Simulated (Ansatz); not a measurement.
Mg₄N₂⁺. The state is a doublet with charge 1. Geometry PBE-D4/def2-SVP; atoms count from 1.

```xyz
6

Mg    0.576    2.177    1.882
Mg   -0.577   -2.177   -1.882
Mg   -2.304    1.460    1.081
Mg    2.304   -1.462   -1.081
N     0.547    0.136    0.152
N    -0.546   -0.135   -0.153
```

The charge 1 doublet is spin-contaminated (final ⟨S²⟩ up to 1.01, 0.75 for a pure state). The structure comes from a short search, and lower isomers may exist.

Q: Estimate the Mulliken populations from the PBE0/def2-TZVP orbitals of Ansatz.

A: 
| atom | charge (e) | spin (α − β) |
| --- | --- | --- |
| Mg1 | 0.36 | 0.35 |
| Mg2 | 0.36 | 0.35 |
| Mg3 | 0.36 | 0.35 |
| Mg4 | 0.36 | 0.35 |
| N5 | -0.23 | -0.19 |
| N6 | -0.23 | -0.19 |
Mulliken values and Mayer orders depend strongly on the basis.

Q: Where does the spin sit?

A: Summed by element: Mg 1.39, N -0.39, of 1 unpaired in all. Largest on single atoms: Mg2 0.35, Mg3 0.35, Mg1 0.35.

Q: And the Mayer bond orders between bonded heavy atoms (over 0.3)?

A: Mg1–Mg3 0.67 (3.07 Å); Mg2–Mg4 0.67 (3.07 Å); N5–N6 2.32 (1.17 Å).
